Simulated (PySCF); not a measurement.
B(H)(Me)(OMe) (C₂H₇BO), SMILES CBOC. Atoms are numbered in the order given.

```xyz
11

B     -0.4530    -0.5278     0.0000
H     -1.6526    -0.3025     0.0000
C      0.1143    -1.9860     0.0000
H     -0.2629    -2.5377     0.8782
H     -0.2629    -2.5377    -0.8782
H      1.2131    -2.0247     0.0000
O      0.3946     0.5195     0.0000
C     -0.0335     1.8557     0.0000
H      0.3613     2.3676    -0.8915
H      0.3613     2.3676     0.8915
H     -1.1337     1.9316     0.0000
```

The structure is a stationary point at PBE0-D3(BJ)/def2-SVP. One conformer was computed; it need not be the lowest.

Level of theory: PBE0-D3(BJ)/def2-SVP (PySCF 2.14.0).

No scaling factor is applied to the harmonic values.

Task: List the normal modes with their intensities. (Estimate from the structure and the level; the computed values follow.)

Result: 
```json
[
 {"mode": "1", "ν (cm⁻¹)": "102", "IR (km/mol)": "1.8", "Raman (Å⁴/amu)": "0.1", "depolarisation": "0.75", "moving atoms (share of kinetic energy)": "H 92 %"},
 {"mode": "2", "ν (cm⁻¹)": "150", "IR (km/mol)": "0.2", "Raman (Å⁴/amu)": "0.3", "depolarisation": "0.75", "moving atoms (share of kinetic energy)": "H 76 %, O 13 %, B 11 %"},
 {"mode": "3", "ν (cm⁻¹)": "192", "IR (km/mol)": "3.8", "Raman (Å⁴/amu)": "0.1", "depolarisation": "0.75", "moving atoms (share of kinetic energy)": "H 37 %, O 31 %, C 23 %, B 8 %"},
 {"mode": "4", "ν (cm⁻¹)": "262", "IR (km/mol)": "4.7", "Raman (Å⁴/amu)": "0.4", "depolarisation": "0.31", "moving atoms (share of kinetic energy)": "H 35 %, O 24 %, C 24 %, B 17 %"},
 {"mode": "5", "ν (cm⁻¹)": "446", "IR (km/mol)": "3.6", "Raman (Å⁴/amu)": "2.2", "depolarisation": "0.19", "moving atoms (share of kinetic energy)": "C 40 %, H 30 %, O 20 %, B 10 %"},
 {"mode": "6", "ν (cm⁻¹)": "675", "IR (km/mol)": "0.6", "Raman (Å⁴/amu)": "2.6", "depolarisation": "0.75", "moving atoms (share of kinetic energy)": "H 88 %, C 9 %"},
 {"mode": "7", "ν (cm⁻¹)": "766", "IR (km/mol)": "1.0", "Raman (Å⁴/amu)": "3.7", "depolarisation": "0.35", "moving atoms (share of kinetic energy)": "H 60 %, C 31 %"},
 {"mode": "8", "ν (cm⁻¹)": "985", "IR (km/mol)": "51.1", "Raman (Å⁴/amu)": "1.7", "depolarisation": "0.75", "moving atoms (share of kinetic energy)": "H 53 %, B 35 %, C 10 %"},
 {"mode": "9", "ν (cm⁻¹)": "1027", "IR (km/mol)": "3.3", "Raman (Å⁴/amu)": "2.7", "depolarisation": "0.43", "moving atoms (share of kinetic energy)": "H 52 %, B 27 %, C 20 %"},
 {"mode": "10", "ν (cm⁻¹)": "1041", "IR (km/mol)": "64.8", "Raman (Å⁴/amu)": "5.8", "depolarisation": "0.20", "moving atoms (share of kinetic energy)": "H 35 %, O 23 %, B 22 %, C 21 %"},
 {"mode": "11", "ν (cm⁻¹)": "1158", "IR (km/mol)": "11.5", "Raman (Å⁴/amu)": "4.0", "depolarisation": "0.75", "moving atoms (share of kinetic energy)": "H 56 %, C 23 %, O 18 %"},
 {"mode": "12", "ν (cm⁻¹)": "1190", "IR (km/mol)": "0.7", "Raman (Å⁴/amu)": "1.2", "depolarisation": "0.75", "moving atoms (share of kinetic energy)": "H 75 %, C 19 %"},
 {"mode": "13", "ν (cm⁻¹)": "1208", "IR (km/mol)": "12.8", "Raman (Å⁴/amu)": "1.2", "depolarisation": "0.64", "moving atoms (share of kinetic energy)": "H 69 %, C 13 %, B 11 %"},
 {"mode": "14", "ν (cm⁻¹)": "1312", "IR (km/mol)": "15.8", "Raman (Å⁴/amu)": "4.7", "depolarisation": "0.73", "moving atoms (share of kinetic energy)": "H 59 %, C 28 %"},
 {"mode": "15", "ν (cm⁻¹)": "1399", "IR (km/mol)": "261.9", "Raman (Å⁴/amu)": "19.1", "depolarisation": "0.62", "moving atoms (share of kinetic energy)": "H 62 %, B 16 %, O 12 %, C 10 %"},
 {"mode": "16", "ν (cm⁻¹)": "1432", "IR (km/mol)": "4.7", "Raman (Å⁴/amu)": "12.6", "depolarisation": "0.75", "moving atoms (share of kinetic energy)": "H 96 %"},
 {"mode": "17", "ν (cm⁻¹)": "1439", "IR (km/mol)": "76.5", "Raman (Å⁴/amu)": "8.7", "depolarisation": "0.74", "moving atoms (share of kinetic energy)": "H 80 %, C 11 %"},
 {"mode": "18", "ν (cm⁻¹)": "1469", "IR (km/mol)": "4.2", "Raman (Å⁴/amu)": "18.8", "depolarisation": "0.75", "moving atoms (share of kinetic energy)": "H 97 %"},
 {"mode": "19", "ν (cm⁻¹)": "1473", "IR (km/mol)": "12.4", "Raman (Å⁴/amu)": "17.5", "depolarisation": "0.69", "moving atoms (share of kinetic energy)": "H 93 %"},
 {"mode": "20", "ν (cm⁻¹)": "1513", "IR (km/mol)": "180.5", "Raman (Å⁴/amu)": "4.5", "depolarisation": "0.75", "moving atoms (share of kinetic energy)": "H 50 %, B 28 %, O 19 %"},
 {"mode": "21", "ν (cm⁻¹)": "2539", "IR (km/mol)": "174.5", "Raman (Å⁴/amu)": "77.0", "depolarisation": "0.19", "moving atoms (share of kinetic energy)": "H 91 %, B 9 %"},
 {"mode": "22", "ν (cm⁻¹)": "3039", "IR (km/mol)": "54.6", "Raman (Å⁴/amu)": "138.6", "depolarisation": "0.00", "moving atoms (share of kinetic energy)": "H 97 %"},
 {"mode": "23", "ν (cm⁻¹)": "3048", "IR (km/mol)": "0.5", "Raman (Å⁴/amu)": "164.8", "depolarisation": "0.01", "moving atoms (share of kinetic energy)": "H 97 %"},
 {"mode": "24", "ν (cm⁻¹)": "3128", "IR (km/mol)": "5.2", "Raman (Å⁴/amu)": "91.6", "depolarisation": "0.75", "moving atoms (share of kinetic energy)": "H 91 %, C 9 %"},
 {"mode": "25", "ν (cm⁻¹)": "3140", "IR (km/mol)": "22.3", "Raman (Å⁴/amu)": "65.8", "depolarisation": "0.62", "moving atoms (share of kinetic energy)": "H 90 %, C 10 %"},
 {"mode": "26", "ν (cm⁻¹)": "3146", "IR (km/mol)": "20.5", "Raman (Å⁴/amu)": "95.8", "depolarisation": "0.75", "moving atoms (share of kinetic energy)": "H 90 %, C 10 %"},
 {"mode": "27", "ν (cm⁻¹)": "3169", "IR (km/mol)": "10.5", "Raman (Å⁴/amu)": "76.2", "depolarisation": "0.74", "moving atoms (share of kinetic energy)": "H 91 %, C 9 %"}
]
```
